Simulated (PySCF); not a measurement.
C₇H₁₃NO.
Z-matrix (Å and degrees, PBE0-D3(BJ)/def2-SVP geometry), rows numbered from 1:
```
C 
C   1  1.3351
C   2  1.4969  1  124.98
C   3  1.5407  2  114.57  1  -110.16
C   4  1.5229  3  112.73  2   -66.00
C   4  1.5271  3  111.51  2    59.87
C   6  1.5178  4  111.69  3    61.87
N   7  1.3581  6  115.47  4  -134.52
O   7  1.2152  6  122.09  4    45.93
H   1  1.0953  2  120.92  3    -0.78
H   1  1.0936  2  121.77  3   179.86
H   2  1.0975  1  118.33  3  -179.39
H   3  1.1042  2  109.14  1   128.74
H   3  1.1016  2  109.72  1    12.43
H   4  1.1026  3  106.18  2   174.96
H   5  1.1021  4  111.80  3    65.11
H   5  1.1010  4  111.06  3  -175.11
H   5  1.1011  4  111.18  3   -55.23
H   6  1.1031  4  109.18  3   179.44
H   6  1.1021  4  110.63  3   -62.93
H   8  1.0088  7  121.89  6     4.91
H   8  1.0118  7  118.46  6  -179.53
```

Method used: PBE0-D3(BJ)/def2-SVP geometry optimisation, gas phase (PySCF).

Masses are those of the commonest isotopes; rigid-rotor values at the optimised geometry. The values belong to one conformer with, in the numbering `[CH2:1]=[CH:2][CH2:3][C@@H:4]([CH3:5])[CH2:6][C:7]([NH2:8])=[O:9]`, C1–C2–C3–C4 -110°, C2–C3–C4–C5 -66°, C3–C4–C6–C7 62°, C4–C6–C7–N8 -135°, C6–C7–N8–H 5° and 180°.

Question: What are A, B and C (MHz)?

Answer: Ia = 270.39, Ib = 385.36, Ic = 540.71 u·Å²; 505379 MHz·u·Å²/I gives A = 1869, B = 1311, C = 934.7 MHz.

Question: What kind of rotor is it?

Answer: An asymmetric top. Ray's parameter κ = (2B − A − C)/(A − C) = -0.194; −1 is the prolate and +1 the oblate limit.

Question: Is it planar, by Δ = Ic − Ia − Ib?

Answer: Not planar: Δ = Ic − Ia − Ib = -115.04 u·Å². For a rigid frame Δ = −2 Σ m c², so Σ m c² = 57.52 u·Å² lies off the ab plane: 16.04 from hydrogen and 41.48 from heavier atoms. The atom farthest from that plane is 1.66 Å away.

Question: Give the coordinates in the principal-axis frame, origin at the centre of mass.

Answer: The sense of each axis is arbitrary; atoms in the order of the calculation.
| atom | mass (u) | a (Å) | b (Å) | c (Å) |
| --- | --- | --- | --- | --- |
| C1 | 12.000 | -1.266 | 2.359 | -0.083 |
| C2 | 12.000 | -1.802 | 1.151 | 0.108 |
| C3 | 12.000 | -1.209 | 0.073 | 0.960 |
| C4 | 12.000 | -0.663 | -1.136 | 0.176 |
| C5 | 12.000 | -1.759 | -1.920 | -0.534 |
| C6 | 12.000 | 0.439 | -0.722 | -0.797 |
| C7 | 12.000 | 1.632 | -0.127 | -0.073 |
| N8 | 14.003 | 2.133 | 1.015 | -0.612 |
| O9 | 15.995 | 2.110 | -0.644 | 0.918 |
| H10 | 1.008 | -0.327 | 2.641 | 0.407 |
| H11 | 1.008 | -1.745 | 3.107 | -0.720 |
| H12 | 1.008 | -2.745 | 0.914 | -0.401 |
| H13 | 1.008 | -1.976 | -0.296 | 1.663 |
| H14 | 1.008 | -0.396 | 0.491 | 1.576 |
| H15 | 1.008 | -0.182 | -1.793 | 0.920 |
| H16 | 1.008 | -2.243 | -1.322 | -1.324 |
| H17 | 1.008 | -1.351 | -2.824 | -1.013 |
| H18 | 1.008 | -2.541 | -2.238 | 0.171 |
| H19 | 1.008 | 0.807 | -1.615 | -1.329 |
| H20 | 1.008 | 0.044 | -0.031 | -1.559 |
| H21 | 1.008 | 1.691 | 1.473 | -1.394 |
| H22 | 1.008 | 2.934 | 1.446 | -0.169 |

Question: List the rotational levels J(Ka,Kc) to J = 3 (MHz).

Answer: Above 0(0,0):
J = 1: 1(0,1) 2246, 1(1,1) 2804, 1(1,0) 3181
J = 2: 2(0,2) 6602, 2(1,2) 6919, 2(1,1) 8050, 2(2,1) 9722, 2(2,0) 9859
J = 3: 3(0,3) 12882, 3(1,3) 13018, 3(1,2) 15245, 3(2,2) 16461, 3(2,1) 17056, 3(3,1) 20265, 3(3,0) 20298
Those of J = 1 are B + C, A + C and A + B.

Question: Predict some low-J microwave lines.

Answer: The dipole components are |μa| = 0.83 D, |μb| = 1.74 D, |μc| = 2.59 D. The squared components, which scale the intensities, stand as 0.10 : 0.45 : 1.00 (a : b : c). Some lines, for components of 0.1 D or more:

| type | branch | J(Ka,Kc) | MHz | lower level (cm⁻¹) |
| --- | --- | --- | --- | --- |
| c | Q | 2(1,2) ← 2(0,2) | 317 | 0.220 |
| b | Q | 2(1,1) ← 2(0,2) | 1448 | 0.220 |
| b | Q | 4(2,2) ← 4(1,3) | 2188 | 0.821 |
| b | Q | 3(3,0) ← 3(2,1) | 3243 | 0.569 |
| b | Q | 4(1,3) ← 4(0,4) | 3602 | 0.700 |
| b | Q | 4(3,2) ← 4(2,3) | 4115 | 0.845 |
| a | R | 3(1,3) ← 2(1,2) | 6099 | 0.231 |
| c | R | 2(2,0) ← 1(1,0) | 6678 | 0.106 |
| a | R | 4(0,4) ← 3(0,3) | 8118 | 0.430 |
| b | R | 3(2,2) ← 2(1,1) | 8411 | 0.269 |
| a | R | 4(3,1) ← 3(3,0) | 9366 | 0.677 |
| a | R | 4(2,2) ← 3(2,1) | 9735 | 0.569 |
| b | R | 4(2,3) ← 3(1,2) | 10090 | 0.509 |
| b | R | 3(3,1) ← 2(2,0) | 10406 | 0.329 |
| b | R | 3(3,0) ← 2(2,1) | 10576 | 0.324 |
| c | R | 4(2,3) ← 3(1,3) | 12317 | 0.434 |
| c | R | 4(3,1) ← 3(2,1) | 12608 | 0.569 |
| c | R | 4(3,2) ← 3(2,2) | 12990 | 0.549 |
| b | R | 4(2,2) ← 3(1,3) | 13772 | 0.434 |
| b | R | 4(4,1) ← 3(3,0) | 14208 | 0.677 |

Whether it is a minimum is left open (no frequencies). Constants of a rigid frame at the computed geometry: no zero-point averaging, no centrifugal distortion. A rigid rotor knows nothing of internal rotation, which can split or shift real lines. Quadrupole hyperfine structure (14N) is left out.
